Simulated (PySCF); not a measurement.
vinylidene fluoride (C2H2F2), SMILES C=C(F)F. Geometry optimised at PBE-D3(BJ)/def2-SVP.

Computed equilibrium geometry at PBE-D3(BJ)/def2-SVP (PySCF confirms it by a frequency run) as Cartesian coordinates in Å, and its point group:
point group C2v.
```xyz
6

C      0.0000     0.0000     1.3956
C      0.0000     0.0000     0.0595
F      0.0000     1.0867    -0.7004
F      0.0000    -1.0867    -0.7004
H      0.0000    -0.9524     1.9380
H      0.0000     0.9524     1.9380
```
Charge 0, spin multiplicity 1.
